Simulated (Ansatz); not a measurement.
Compare A (`[CH3][Sn]([OH])([OH])[OH]`) with its isomer B (`C[O][SnH]([OH])[OH]`).

Program: Ansatz. Geometries: PBE0-D4/def2-TZVP. ΔE: electronic, gas phase. CBS: MP2 limit from def2 TZ/QZ plus the TZ coupled-cluster correction, frozen cores. DFT in def2-TZVPP. B3LYP here is the variant with VWN-RPA as its local correlation; programs differ in this. Elements past krypton have def2 core potentials. For Sn outer-core shells are correlated without core-valence functions, which leaves a few kJ/mol of doubt a bond. One conformer a species, not always the lowest.

Question: Which isomer does CCSD(T)/CBS put lower? Give the gap. (Best estimate.)

Answer: Ansatz gave: A, by 25.5 kcal/mol.

Question: Give E(B) − E(A) in kcal/mol with B3LYP, B3LYP-D4, r2SCAN-D4, BLYP-D4, CCSD(T)/def2-SVP, ωB97M-V, B2PLYP. (Best estimate.)

Answer: Computed: B3LYP 22.9, B3LYP-D4 22.9, r2SCAN-D4 24.0, BLYP-D4 22.7, CCSD(T)/def2-SVP 18.7, ωB97M-V 24.0, B2PLYP 24.1. None reverses the order clearly.

Question: Does the order hold for the free energy at 298.15 K (harmonic terms from PBE0-D4)? (An estimate is asked.)

Answer: Computed: Yes: G(B) − G(A) = +24.3 kcal/mol, for one conformer each. Modes under 60 cm⁻¹, often nearly free rotors, make the harmonic entropy too high.

Largest T1 diagnostic: 0.014.

In def2-TZVPP, CCSD(T) changes the Hartree–Fock value by +3.7 kcal/mol (the triples alone add +0.3 kcal/mol) and MP2 by +6.0 kcal/mol. At CCSD(T), def2-SVP lies −6.8 kcal/mol from the extrapolated value and def2-TZVPP −0.9 kcal/mol.
